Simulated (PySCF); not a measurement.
Several molecules and their computed UV-vis stick spectra, shuffled. Level of theory: TDDFT CAM-B3LYP/def2-SVPD, vertical, gas phase, core orbitals frozen in the response (PySCF 2.14.0, density-fitted response routines). Geometries: GFN2-xTB; one conformer of each isolated species. Triplets are in the Tamm–Dancoff approximation.

A. `CCc1csc(Cl)p1` (C5H6ClPS)
B. `C1C[P@@H](=S)[C@@H]1[SiH3]` (C3H9PSSi)
C. `CP(C)CC(F)(F)F` (C4H8F3P)
D. `PPP` (P3H5)
E. `CO[C@@H]1C=C1F` (C4H5FO)

Lowest singlet levels (six at most, fewer where fewer were computed) with oscillator strengths:

1. 5.54 eV (f 0.001); 5.86 eV (f 0.013); 5.86 eV (f 0.011); 5.94 eV (f 0.030); 6.21 eV (f 0.050); 6.30 eV (f 0.070); T1 5.14 eV
2. 5.25 eV (f 0.028); 5.50 eV (f 0.135); 5.57 eV (f 0.031); 5.66 eV (f 0.031); 6.52 eV (f 0.061); 6.73 eV (f 0.046); T1 4.41 eV
3. 4.63 eV (f 0.118); 4.90 eV (f 0.088); 5.31 eV (f 0.008); 5.47 eV (f 0.000); 5.83 eV (f 0.000); 6.12 eV (f 0.104); T1 2.78 eV
4. 6.72 eV (f 0.004); 7.04 eV (f 0.030); 7.38 eV (f 0.034); 7.47 eV (f 0.014); 7.55 eV (f 0.049); 8.12 eV (f 0.007); T1 4.79 eV
5. 6.64 eV (f 0.084); 6.88 eV (f 0.116); 7.00 eV (f 0.052); 7.80 eV (f 0.239); 7.96 eV (f 0.007); 8.02 eV (f 0.019); T1 5.45 eV

Question: Match each spectrum to its molecule.

Answer: 1 = B, 2 = D, 3 = A, 4 = E, 5 = C.
- A: S1 at 4.63 eV, HOMO→LUMO (88%); Löwdin shares by element: HOMO carbon 42% or more, phosphorus 26%, chlorine 17%; LUMO phosphorus 29%, carbon 27% or more, sulfur 19%, chlorine 8% (atoms not listed hold the other 17%); HOMO -8.01 and LUMO -0.65 eV.
- B: S1 at 5.54 eV, HOMO→LUMO+1 (63%), HOMO→LUMO (15%); Löwdin shares by element: HOMO sulfur 73%, phosphorus 16%; LUMO silicon 25%, sulfur 10%, carbon 9% or more, phosphorus 7% (atoms not listed hold the other 50%); HOMO -7.91 and LUMO 0.83 eV.
- C: S1 at 6.64 eV, HOMO→LUMO (54%), HOMO→LUMO+1 (32%); Löwdin shares by element: HOMO phosphorus 61%, carbon 29% or more; LUMO carbon 40% or more, hydrogen 9% or more (atoms not listed hold the other 51%); HOMO -8.34 and LUMO 1.18 eV.
- D: S1 at 5.25 eV, HOMO→LUMO (97%); Löwdin shares by element: HOMO phosphorus 89%; LUMO phosphorus 70%, hydrogen 8% or more (atoms not listed hold the other 22%); HOMO -7.63 and LUMO 0.73 eV; point group Cs.
- E: S1 at 6.72 eV, HOMO→LUMO (56%), HOMO→LUMO+1 (23%); Löwdin shares by element: HOMO oxygen 50%, carbon 31% or more (atoms not listed hold the other 20%); LUMO carbon 67% or more, hydrogen 9% or more (atoms not listed hold the other 24%); HOMO -9.12 and LUMO 1.24 eV.
C and E have S1 within 0.09 eV of each other; their strongest listed levels stand at 7.80 eV (f 0.239) and 7.55 eV (f 0.049).
